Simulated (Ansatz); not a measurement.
A geometry relaxed with Ansatz (a program for electronic structure) with PBE0-D3(BJ)/def2-TZVP, charge 0, multiplicity 1:

```xyz
5

C     -0.8131     0.0180    -0.0774
H      1.7102    -0.4934    -0.2199
H     -1.3609    -0.7605    -0.5820
B      0.7751     0.1503     0.1063
B     -0.3113     1.0856     0.5984
```

Task: Write the SMILES of this molecule.

Result: `B1=CB1`
